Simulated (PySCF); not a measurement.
## [Ho(H2O)2]3+: from a saddle point downhill

PySCF 2.14.0, RKS PBE0, Ho lcecp-1-SVP with ECP56, O def2-SVP, H def2-SVP; non-relativistic Hamiltonian with scalar-relativistic core potentials where named; density fitting; no spin-orbit coupling. Relaxed within the symmetry of its start, the geometry (D2d) is

```xyz
7

Ho    0.0000    0.0000    0.0000
O     0.0000    0.0000    2.2320
H     0.5461    0.5461    2.8575
H    -0.5461   -0.5461    2.8575
O     0.0000    0.0000   -2.2320
H     0.5461   -0.5461   -2.8575
H    -0.5461    0.5461   -2.8575
```

and its lowest harmonic modes are -67, -67, 150, 428, 430, 659 cm⁻¹ (negative: unstable). It was moved along the lowest mode and relaxed again.

Where does it end, and how much lower?

In nearly Cs, 0.206 eV lower, after 36 steps:
```xyz
7

Ho   -0.8711   -0.7204   -0.0238
O     0.1168    0.0493    1.7762
H     0.8884    0.6723    1.8452
H    -0.0999   -0.1396    2.7291
O     0.1779    0.1031   -1.7709
H     0.9520   -0.2756   -2.2684
H    -0.0315    0.9272   -2.2874
```

How do the contacts change?


| contact | saddle (Å) | end (Å) |
| --- | --- | --- |
| Ho1–O2 (H2O) | 2.232 | 2.193 |
| Ho1–O5 (H2O) | 2.232 | 2.198 |


Is the end a minimum?

Yes, as far as the noise of the softest modes lets one tell (those above −25 cm⁻¹ count as noise); lowest modes -14, 73, 172, 443, 448, 666 cm⁻¹.

An lcecp potential fixes the number of 4f electrons, so in runs with it no electron can move into or out of that shell.

State: singlet in the valence, with the 4f electrons in the core potential.
